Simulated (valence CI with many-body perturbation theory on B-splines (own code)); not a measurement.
K VI: key properties

Computed by configuration interaction combined with many-body perturbation theory (CI+MBPT): four valence electrons over a frozen Dirac-Fock core [Ne], a basis of 9 s, 9 p, 8 d, 6 f, 3 g, 1 h functions for each j, with the one-electron correlation potential Σ1 (screened to all orders), the two-electron term Σ2, the three-electron term Σ3, Breit, model QED; selected single and double excitations, second order for the rest, scaled by the run's own slope (own B-spline code, finite nucleus).

Set against measurement, 21 paired levels are off by 144 cm⁻¹ on average, the worst by 498. These come from a selection out of Sansonetti, J. Phys. Chem. Ref. Data 37, 7 (2008). Levels without a partner in it may be off by more.

Rates and lifetimes use the calculated energies. Strong lines usually hold to 10 to 20 %, long lifetimes can be off by a factor of two.

Question: What is the ground level?

Answer: 3s²3p² ³P_0, composition 95 % 3s²3p² ³P.

Question: What are the static dipole polarisabilities of the lowest levels?

Answer: 3s²3p² ³P_0 1.93; 3s²3p² ³P_1 1.93 (tensor 0.051); 3s²3p² ³P_2 1.94 (tensor -0.10); 3s²3p² ¹D_2 1.94 (tensor 0.21) bohr³, of which the core gives 0.0277.

Question: How is the term ³P of the ground level split?

Answer: J = 0 at 0, J = 1 at 1134, J = 2 at 2932 cm⁻¹.

Question: Where does the other parity begin?

Answer: At 3s3p³ ⁵S°_2, 99750 cm⁻¹.

Question: How well does LS coupling describe the low levels?

Answer: Among the lowest 20 levels the leading LS term, summed over configurations, holds 98 % on average. For single configurations the figures are 87 % in LS and 60 % in jj coupling. Terms mix most in the J = 2 level at 252440 cm⁻¹, where the leading one holds 89 %.

Question: Name the longest-lived excited levels whose lifetime is computed, and their main decay.

Answer: 3s²3p² ³P_1 at 1134 cm⁻¹ lives 38.2 s, mostly by M1 to 3s²3p² ³P_0; 3s²3p² ³P_2 at 2932 cm⁻¹ lives 12.8 s, mostly by M1 to 3s²3p² ³P_1; 3s²3p² ¹D_2 at 19105 cm⁻¹ lives 564 ms, mostly by M1 to 3s²3p² ³P_2.

Question: What is the ionisation energy?

Answer: 99.452 eV; NIST lists 99.44 ± 0.2 eV (semi-empirical).
